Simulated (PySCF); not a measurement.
Work out the structure from these simulated measurements.

Formula: C9H9Cl.

- UV, first state: lowest singlet excitation: 3.96 eV (313 nm, f = 0.310) [TDDFT CAM-B3LYP/def2-SVPD]
- 13C NMR: chemical shifts (computed TMS as zero) by class: 145.9 (1 C), 141.9 (1 C), 133.5 (1 C), 133.3 (1 C), 130.6 (1 C), 129.2 (1 C), 126.1 (1 C), 119.1 (1 C), 28.3 (1 C) ppm [GIAO B97-2/pcSseg-1]
- Rotational structure: rotational constants A, B, C: 3.300, 0.605, 0.531 GHz [PBE0-D3(BJ)/def2-SVP]
- Dipole: 2.10 D [CAM-B3LYP/def2-SVPD]
- Valence photoelectron: vertical ionisation energy: 7.90 eV [ΔSCF CAM-B3LYP/def2-SVPD]
- NMR, other nuclei: isotropic shieldings of nuclei other than C and H, by class: 671 (1 Cl) ppm [GIAO B97-2/pcSseg-1]
- Triplet: lowest triplet excitation (Tamm–Dancoff): 2.41 eV [TDA CAM-B3LYP/def2-SVPD]
- 1H NMR: chemical shifts (computed TMS as zero) by class: 6.81 (1 H), 6.40 (1 H), 6.32 (1 H), 6.21 (1 H), 5.76 (1 H), 5.42 (1 H), 5.25 (1 H), 2.45 (2 H) ppm [GIAO B97-2/pcSseg-1]
- UV, strongest line: among the 10 lowest singlet transitions: S3 at 5.64 eV (220 nm, f = 0.464) [TDDFT CAM-B3LYP/def2-SVPD]

Gas-phase values; electronic properties from PySCF, density fitting. Levels stand in brackets. Geometry: PBE0-D3(BJ)/def2-SVP, one conformer, isolated molecule. NMR classes are plain means over equivalent atoms (diastereotopic ones count apart unless rotation or inversion swaps them), as if these changed places fast.

Question: Give a SMILES that accounts for the data.

Answer: Numbering: `[CH2:1]=[CH:2][C:3]1=[CH:4][CH:5]=[C:6]([Cl:7])[CH:8]=[CH:9][CH2:10]1`. Its formula, C9H9Cl, gives 5 degrees of unsaturation: 1 ring and 4 π bonds in the structure found. 9 carbons fall into 9 classes; from least to most shielded: vinylic C–Cl carbon [C6] (145.9 ppm), alkene CH carbon [C2] (141.9 ppm), alkene CH carbon [C8] (133.5 ppm), alkene CH carbon [C5] (133.3 ppm), fully substituted alkene carbon [C3] (130.6 ppm), alkene CH carbon [C4] (129.2 ppm), alkene CH carbon [C9] (126.1 ppm), terminal =CH2 carbon [C1] (119.1 ppm), allylic carbon [C10] (28.3 ppm). Hydrogen classes from least to most shielded: 1 H on an alkene CH carbon, C5 (6.81 ppm), 1 H on an alkene CH carbon, C2 (6.40 ppm), 1 H on an alkene CH carbon, C8 (6.32 ppm), 1 H on an alkene CH carbon, C4 (6.21 ppm), 1 H on a terminal =CH2 carbon, C1 (5.76 ppm), 1 H on a terminal =CH2 carbon, C1 (5.42 ppm), 1 H on an alkene CH carbon, C9 (5.25 ppm), 2 H on an allylic carbon, C10 (2.45 ppm, a mean of values up to 1.9 ppm apart in this geometry). The other shieldings belong to: 671 ppm, vinyl chlorine [Cl7]. The optimised geometry has point group C1 and is an asymmetric top. Structure: `C(C1CC=CC(=CC=1)Cl)=C`. Computed isomers that give other values at the same levels: `C=CCc1ccc(Cl)cc1` (rotational constant A: 3.753 GHz; this holds for the one conformer computed); `C=C(C)c1ccc(Cl)cc1` (rotational constant A: 3.578 GHz; this holds for the one conformer computed); `CC#C[C@]1(Cl)C=CC=C1C` (rotational constant A: 1.444 GHz; this holds for the one conformer computed). The assignments are read from this structure; whether some other isomer fits the data as well wasn't checked.

Conformer computed: `[CH2:1]=[CH:2][C:3]1=[CH:4][CH:5]=[C:6]([Cl:7])[CH:8]=[CH:9][CH2:10]1`: C1–C2–C3–C4 177°.
